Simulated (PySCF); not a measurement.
PySCF input file for In(Me)(OH)2 (CH5InO2), SMILES [CH3][In]([OH])[OH], PBE-D3(BJ)/def2-SVP. Geometry optimised at PBE-D3(BJ)/def2-SVP. The def2 effective core potentials stand for the cores of In; spin–orbit coupling is left out. The values are those of a single conformer.

```python
import numpy as np
from pyscf import gto, scf, dft, df
from pyscf.hessian import thermo

mol = gto.M(
    atom='''
    In    0.01435345    0.00351299   -0.01494843
    C     1.95638138   -0.10642758   -0.95669964
    H     2.45312977   -1.03301376   -0.61494438
    H     2.55223859    0.77350639   -0.64880163
    H     1.84504531   -0.11486834   -2.05670254
    O    -0.44757579   -1.13311159    1.59392190
    H    -1.36188252   -0.92443824    1.86841801
    O    -1.61445299    1.14061481   -0.45007848
    H    -1.43390842    1.70521714   -1.22604589
    ''',
    basis='def2-SVP',
    ecp={'In': 'def2-svp'},
    charge=0,
    spin=0,
    max_memory=1600,
    verbose=3,
)
mf = dft.RKS(mol, xc='pbe').density_fit(auxbasis='def2-universal-jkfit')
mf.disp = 'd3bj'
mf.grids.level = 3
mf.conv_tol = 1e-11
mf.max_cycle = 100
mf.kernel()

# [left out here: the lines that compute and print the analytic Hessian (its translational invariance restored by hand, since the grid's response is missing), thermochemistry and intensities]
```

Program output:

```
converged SCF energy = -381.35249700819

WARN: DFTD3 does not support analytical Hessian, using finite difference


WARN: Mole.unit (angstrom) is changed to Bohr

Mode                                 0                   1                   2
Irrep
Freq [cm^-1]                       -9.7716             98.0488            120.1985
Reduced mass [au]                   1.0385              3.7849              5.8516
Force const [Dyne/A]               -0.0001              0.0214              0.0498
Char temp [K]                     -14.0591            141.0703            172.9389
Normal mode                   x     y     z       x     y     z       x     y     z
       0  In                -0.00 -0.00 -0.00   -0.01  0.02 -0.02   -0.02 -0.04 -0.03
       1   C                -0.00  0.00 -0.00    0.05 -0.12  0.12    0.04  0.09  0.07
       2   H                -0.22 -0.27 -0.43   -0.07 -0.15  0.21    0.10  0.13  0.11
       3   H                 0.18 -0.28  0.46    0.09 -0.16  0.14   -0.06  0.14  0.14
       4   H                 0.05  0.57 -0.01    0.15 -0.16  0.11    0.13  0.09  0.07
       5   O                 0.01  0.03  0.02    0.10 -0.03 -0.02    0.03  0.07  0.06
       6   H                 0.02  0.03  0.03    0.11 -0.09  0.05    0.04  0.10  0.08
       7   O                -0.01 -0.02 -0.02   -0.05 -0.02  0.05    0.04  0.09  0.08
       8   H                -0.01 -0.03 -0.03   -0.10  0.00  0.05    0.01  0.03  0.02
Mode                                 3                   4                   5
Irrep
Freq [cm^-1]                      135.0598            259.9122            330.9299
Reduced mass [au]                   6.2042              1.0787              1.0946
Force const [Dyne/A]                0.0667              0.0429              0.0706
Char temp [K]                     194.3209            373.9558            476.1345
Normal mode                   x     y     z       x     y     z       x     y     z
       0  In                 0.03  0.00 -0.02    0.00  0.00  0.00    0.00  0.00  0.00
       1   C                 0.03 -0.02  0.00   -0.00 -0.00 -0.00    0.00  0.01  0.00
       2   H                 0.01 -0.02  0.01   -0.00 -0.00 -0.00    0.02  0.02  0.02
       3   H                 0.03 -0.02  0.00   -0.00 -0.00 -0.00   -0.03  0.02  0.03
       4   H                 0.04 -0.02  0.00    0.00 -0.00 -0.00    0.03  0.01  0.00
       5   O                -0.13  0.07 -0.01   -0.01 -0.01 -0.01   -0.03 -0.05 -0.04
       6   H                -0.14  0.15 -0.11   -0.05 -0.10 -0.09    0.32  0.68  0.57
       7   O                -0.07 -0.08  0.13    0.02  0.04  0.04   -0.00 -0.01 -0.01
       8   H                -0.19 -0.02  0.14   -0.33 -0.68 -0.57   -0.04 -0.09 -0.07
Mode                                 6                   7                   8
Irrep
Freq [cm^-1]                      478.1951            565.2488            577.4323
Reduced mass [au]                   4.5147             13.2234             13.3548
Force const [Dyne/A]                0.6083              2.4893              2.6235
Char temp [K]                     688.0163            813.2671            830.7965
Normal mode                   x     y     z       x     y     z       x     y     z
       0  In                 0.02 -0.00 -0.01    0.03 -0.02  0.01    0.01  0.02 -0.03
       1   C                -0.22  0.01  0.10   -0.04 -0.00  0.02   -0.04  0.00  0.02
       2   H                -0.20  0.02  0.10   -0.04 -0.00  0.02   -0.05  0.00  0.02
       3   H                -0.21  0.01  0.10   -0.05  0.00  0.03   -0.04  0.01  0.02
       4   H                -0.20  0.02  0.10   -0.05  0.00  0.02   -0.04  0.00  0.02
       5   O                 0.01  0.03 -0.04    0.01  0.01 -0.02   -0.05 -0.13  0.18
       6   H                 0.02  0.01 -0.02    0.01  0.01 -0.02   -0.07 -0.04  0.08
       7   O                 0.05 -0.04  0.01   -0.18  0.12 -0.05   -0.01  0.01 -0.01
       8   H                 0.02 -0.02  0.02   -0.06  0.08 -0.06   -0.01  0.01 -0.01
Mode                                 9                  10                  11
Irrep
Freq [cm^-1]                      697.5752            707.0440            783.6117
Reduced mass [au]                   1.1703              1.1506              1.0860
Force const [Dyne/A]                0.3355              0.3389              0.3929
Char temp [K]                    1003.6554           1017.2790           1127.4428
Normal mode                   x     y     z       x     y     z       x     y     z
       0  In                 0.00  0.01  0.00   -0.00  0.00 -0.00   -0.00  0.01 -0.00
       1   C                -0.03 -0.08 -0.07    0.03 -0.07  0.07    0.01 -0.02  0.02
       2   H                 0.29  0.14  0.07    0.51  0.03 -0.38    0.16  0.01 -0.12
       3   H                -0.57  0.14  0.38   -0.18  0.14 -0.10   -0.06  0.04 -0.03
       4   H                 0.47  0.14 -0.11   -0.48  0.19  0.12   -0.13  0.06  0.03
       5   O                -0.00 -0.00 -0.00   -0.00  0.01 -0.01    0.01 -0.00  0.00
       6   H                -0.02 -0.04 -0.04    0.02 -0.13  0.15   -0.01  0.12 -0.13
       7   O                -0.00 -0.00 -0.00    0.01  0.00 -0.01   -0.05 -0.01  0.03
       8   H                -0.01  0.02  0.01   -0.23  0.10  0.01    0.83 -0.36 -0.04
Mode                                12                  13                  14
Irrep
Freq [cm^-1]                      815.9167           1127.8671           1378.8036
Reduced mass [au]                   1.0895              1.1926              1.0555
Force const [Dyne/A]                0.4273              0.8939              1.1823
Char temp [K]                    1173.9225           1622.7496           1983.7914
Normal mode                   x     y     z       x     y     z       x     y     z
       0  In                 0.01  0.00 -0.00    0.00  0.00 -0.00   -0.00  0.00 -0.00
       1   C                -0.00  0.01 -0.02   -0.11  0.01  0.05   -0.01  0.06 -0.03
       2   H                -0.08 -0.00  0.05    0.41  0.14 -0.29    0.25  0.11 -0.20
       3   H                 0.03 -0.02  0.02    0.39 -0.19 -0.29    0.09 -0.24  0.59
       4   H                 0.07 -0.03 -0.02    0.52 -0.02 -0.03   -0.19 -0.62  0.00
       5   O                -0.05  0.04 -0.02   -0.00 -0.00  0.00    0.00 -0.00 -0.00
       6   H                 0.04 -0.61  0.69   -0.00 -0.01  0.01   -0.00  0.00 -0.01
       7   O                -0.01 -0.00  0.01   -0.00  0.00 -0.00   -0.00  0.00  0.00
       8   H                 0.20 -0.09 -0.01   -0.01  0.00 -0.00    0.00 -0.00 -0.00
Mode                                15                  16                  17
Irrep
Freq [cm^-1]                     1383.0079           2997.3650           3114.9871
Reduced mass [au]                   1.0575              1.0293              1.1048
Force const [Dyne/A]                1.1917              5.4486              6.3162
Char temp [K]                    1989.8405           4312.5409           4481.7730
Normal mode                   x     y     z       x     y     z       x     y     z
       0  In                 0.00  0.00  0.00    0.00 -0.00 -0.00    0.00  0.00  0.00
       1   C                 0.02  0.03  0.05   -0.04 -0.00  0.02    0.03  0.07  0.05
       2   H                -0.28 -0.36 -0.56    0.23 -0.47  0.18    0.13 -0.22  0.10
       3   H                -0.32  0.31 -0.13    0.30  0.47  0.17   -0.40 -0.59 -0.20
       4   H                 0.27 -0.37  0.01   -0.07 -0.00 -0.56   -0.05  0.01 -0.51
       5   O                -0.00 -0.00 -0.00   -0.00  0.00 -0.00    0.00  0.00  0.00
       6   H                -0.00 -0.00 -0.00   -0.00 -0.00  0.00   -0.00  0.00  0.00
       7   O                 0.00 -0.00 -0.00   -0.00 -0.00  0.00    0.00  0.00  0.00
       8   H                -0.00  0.00  0.00   -0.00  0.00 -0.00   -0.00  0.00  0.00
Mode                                18                  19                  20
Irrep
Freq [cm^-1]                     3123.7529           3704.9649           3710.4656
Reduced mass [au]                   1.1062              1.0668              1.0670
Force const [Dyne/A]                6.3598              8.6278              8.6552
Char temp [K]                    4494.3849           5330.6196           5338.5338
Normal mode                   x     y     z       x     y     z       x     y     z
       0  In                -0.00  0.00 -0.00    0.00 -0.00  0.00    0.00 -0.00 -0.00
       1   C                -0.03  0.06 -0.06   -0.00 -0.00  0.00    0.00 -0.00  0.00
       2   H                 0.33 -0.62  0.22   -0.00 -0.00  0.00    0.00 -0.00 -0.00
       3   H                -0.08 -0.10 -0.05   -0.00  0.00 -0.00    0.00  0.00  0.00
       4   H                 0.06  0.01  0.58    0.00  0.00  0.00    0.00 -0.00 -0.00
       5   O                -0.00 -0.00  0.00    0.06 -0.01 -0.02    0.00 -0.00 -0.00
       6   H                -0.00 -0.00  0.00   -0.90  0.20  0.28   -0.01  0.00  0.00
       7   O                 0.00 -0.00 -0.00   -0.00 -0.00  0.00    0.01  0.04 -0.05
       8   H                -0.00 -0.00  0.00    0.00  0.01 -0.01   -0.17 -0.56  0.77
temperature 298.1500 [K]
pressure 101325.00 [Pa]
Rotational constants [GHz] 5.24003 3.94905 2.28548
Symmetry number 1
Zero-point energy (ZPE) 0.05948 [Eh]   156174.797 [J/mol]
                           tot       elec      trans        rot        vib
Entropy [J/mol/K]       346.135      0.000    172.340    110.130     63.665
Cv [J/mol/K]             92.230      0.000     12.472     12.472     67.287
Cp [J/mol/K]            100.544      0.000     20.786     12.472     67.287
Internal energy [J/mol]                      3718.434   3718.434 166606.258
Internal energy [Eh]   -381.28621  -381.35250
Enthalpy [J/mol]                             6197.391   3718.434 166606.258
Enthalpy [Eh]          -381.28526
Gibbs free energy [J/mol]                  -45185.678 -29116.920 147624.596
Gibbs free energy [Eh] -381.32457
mode   freq/cm-1   IR/(km/mol)
   1       -9.77         0.051
   2       98.05         3.911
   3      120.20        10.621
   4      135.06        17.163
   5      259.91        91.302
   6      330.93        79.723
   7      478.20         1.576
   8      565.25        66.013
   9      577.43        58.925
  10      697.58        20.449
  11      707.04        33.515
  12      783.61        55.064
  13      815.92        93.067
  14     1127.87         0.868
  15     1378.80         1.486
  16     1383.01         2.826
  17     2997.37         2.400
  18     3114.99         0.678
  19     3123.75         0.527
  20     3704.96        39.575
  21     3710.47        29.097
max |gradient| / (hartree/bohr): 9.163773524524379e-05
APT charges: [ 1.1968 -0.2475  0.0081  0.0081  0.0072 -0.6943  0.2144 -0.6928  0.1999]
```

The run converged.
